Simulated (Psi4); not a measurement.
Psi4 input (wB97X-D/6-31G*):

```
memory 1500 MB

molecule {
0 3
Si   -0.01646950    0.01731768    0.93641135
Cl    1.06105131    1.22723111   -0.38986665
Cl   -1.04748819   -1.24149273   -0.38129564
symmetry c1
no_reorient
no_com
}

set {
  basis 6-31G*
  reference uks
  scf_type pk
  dft_radial_points 99
  dft_spherical_points 590
  e_convergence 1e-8
  d_convergence 1e-7
  maxiter 150
}

e = energy('wb97x-d')
print_out(f'\nFINAL {e:.10f} DIPOLE {variable("CURRENT DIPOLE")[0]:.6f} {variable("CURRENT DIPOLE")[1]:.6f} {variable("CURRENT DIPOLE")[2]:.6f}\n')
```

### Question
What final total energy does it give?

### Answer
-1209.79927 Eh.
